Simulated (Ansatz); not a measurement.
An input meant for SnH(OtBu)3 (C₁₂H₂₈O₃Sn) (charge 0, singlet).

```yaml
crystal:
  periodic: [false, false, false]
  atoms:
    - {symbol: Sn, position_ang: [-0.052830, -0.030940, 1.264335]}
    - {symbol: H, position_ang: [-0.102329, -0.067899, 2.994221]}
    - {symbol: O, position_ang: [1.848919, -0.179477, 0.606508]}
    - {symbol: C, position_ang: [2.620867, 0.962511, 0.176004]}
    - {symbol: C, position_ang: [2.512993, 2.100252, 1.203758]}
    - {symbol: C, position_ang: [4.063018, 0.445558, 0.089106]}
    - {symbol: C, position_ang: [2.122150, 1.434332, -1.198835]}
    - {symbol: H, position_ang: [3.160924, 2.957469, 0.928603]}
    - {symbol: H, position_ang: [1.470126, 2.482304, 1.253281]}
    - {symbol: H, position_ang: [2.821554, 1.746036, 2.208537]}
    - {symbol: H, position_ang: [4.401436, 0.084355, 1.080458]}
    - {symbol: H, position_ang: [4.752071, 1.244233, -0.252314]}
    - {symbol: H, position_ang: [4.122205, -0.399686, -0.624674]}
    - {symbol: H, position_ang: [1.071549, 1.779521, -1.120078]}
    - {symbol: H, position_ang: [2.170645, 0.604186, -1.931809]}
    - {symbol: H, position_ang: [2.735929, 2.274509, -1.583777]}
    - {symbol: O, position_ang: [-0.834509, 1.699740, 0.585319]}
    - {symbol: C, position_ang: [-2.141496, 1.791801, -0.022031]}
    - {symbol: C, position_ang: [-3.192773, 1.112251, 0.869705]}
    - {symbol: C, position_ang: [-2.412485, 3.298444, -0.128650]}
    - {symbol: C, position_ang: [-2.116038, 1.139029, -1.412888]}
    - {symbol: H, position_ang: [-4.215299, 1.239187, 0.458910]}
    - {symbol: H, position_ang: [-2.998592, 0.019820, 0.935403]}
    - {symbol: H, position_ang: [-3.175660, 1.548676, 1.889149]}
    - {symbol: H, position_ang: [-2.399005, 3.762377, 0.877449]}
    - {symbol: H, position_ang: [-3.398693, 3.492839, -0.596403]}
    - {symbol: H, position_ang: [-1.629111, 3.784314, -0.743253]}
    - {symbol: H, position_ang: [-1.894695, 0.056819, -1.317472]}
    - {symbol: H, position_ang: [-1.336332, 1.608246, -2.045854]}
    - {symbol: H, position_ang: [-3.092992, 1.248436, -1.926967]}
    - {symbol: O, position_ang: [-1.109041, -1.564873, 0.490643]}
    - {symbol: C, position_ang: [-0.489961, -2.758685, -0.036807]}
    - {symbol: C, position_ang: [0.541980, -3.310417, 0.959543]}
    - {symbol: C, position_ang: [-1.649501, -3.746946, -0.219511]}
    - {symbol: C, position_ang: [0.180540, -2.443236, -1.383002]}
    - {symbol: H, position_ang: [0.972032, -4.270220, 0.607186]}
    - {symbol: H, position_ang: [1.386750, -2.597794, 1.079054]}
    - {symbol: H, position_ang: [0.070190, -3.488186, 1.947453]}
    - {symbol: H, position_ang: [-2.141467, -3.944995, 0.753333]}
    - {symbol: H, position_ang: [-1.290117, -4.708543, -0.638281]}
    - {symbol: H, position_ang: [-2.406157, -3.323242, -0.908971]}
    - {symbol: H, position_ang: [0.995295, -1.705941, -1.234792]}
    - {symbol: H, position_ang: [-0.558732, -2.020469, -2.092593]}
    - {symbol: H, position_ang: [0.616642, -3.355719, -1.838986]}
basis:
  gaussian: {orbitals: def2-SVP, fitting: {mean_field: cc-pVTZ-jkfit}}
hamiltonian: {xc: {name: HF}}
correlation: {method: mp2, frozen_orbitals: {Sn: 9}}
scf: {omitted_lower_state_checks: [starts]}
```

```sh
$ ansatz run in.yaml --threads 2 --pin off --events-out ev --progress --plain --max-ram 22528MiB --backend cuda --devices 0, --max-vram 18GiB
```

Shortened log:

```
Functional definition: HF
Error: "frozen_orbitals" has no count for H
```

(1) What is wrong with this run?

Results:

(1) Frozen orbitals are typed for one element alone, and the program wants a count for each (the count typed has to fit that element's core, too). The input was rejected before any iteration.
